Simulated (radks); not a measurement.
Values are calculated unless marked as measured or tabulated.
Neutral lutetium inside a hard spherical wall (all orbitals vanish at R), configuration held at [Xe] 4f14 5d1 6s2 and not refilled when levels cross. Level of theory: scalar-relativistic Kohn-Sham, PBE, spin-polarised, spherical densities, finite nucleus; open shells are filled with parallel spins first (spin-orbit coupling, left out, can overturn this in heavy ions); Fermi nuclear charge, rms radius 5.37 fm (a radial shooting solver on a logarithmic mesh with Libxc functionals). Eigenvalues in eV for spin up, with the zero of energy where the potential of the charges vanishes at infinity; a dash marks a level that is unbound or too diffuse for the functional's potential to be trusted. A positive occupied level is held by the wall or, in an anion where self-interaction has pushed it up, behind a barrier. The pressure on the wall is -dE/dV.

\begin{tabular}{lrrrrrrrrr}
R (bohr) & E (hartree) & kinetic (hartree) & e(5p) & e(4f) & e(6s) & e(5d) & e(6p, empty) & e(7s, empty) & pressure (GPa) \\ \hline
free & -14561.4752 & 15906.338 & -31.786 & -9.601 & -4.843 & -1.951 & -1.458 & - & 0 \\
20 & -14561.4752 & 15906.338 & -31.786 & -9.600 & -4.843 & -1.951 & -1.457 & -0.117 & < 0.0001 \\
12 & -14561.4749 & 15906.341 & -31.754 & -9.568 & -4.823 & -1.923 & -1.390 & 0.779 & 0.00366 \\
8 & -14561.4634 & 15906.421 & -31.188 & -8.992 & -4.399 & -1.426 & -0.518 & 5.040 & 0.428 \\
7 & -14561.4433 & 15906.533 & -30.598 & -8.388 & -3.880 & -0.890 & 0.403 & 8.412 & 1.52 \\
5 & -14561.2306 & 15907.428 & -27.578 & -5.214 & 0.005 & 2.243 & 6.616 & 27.084 & 24.3 \\
3.5 & -14560.0692 & 15911.718 & -20.748 & 2.588 & 15.816 & 11.318 & 29.031 & 82.762 & 359 \\
2 & -14543.3392 & 15969.813 & 27.517 & 51.757 & 161.33 & 77.729 & 199.40 & 427.06 & 23300 \\
\end{tabular}
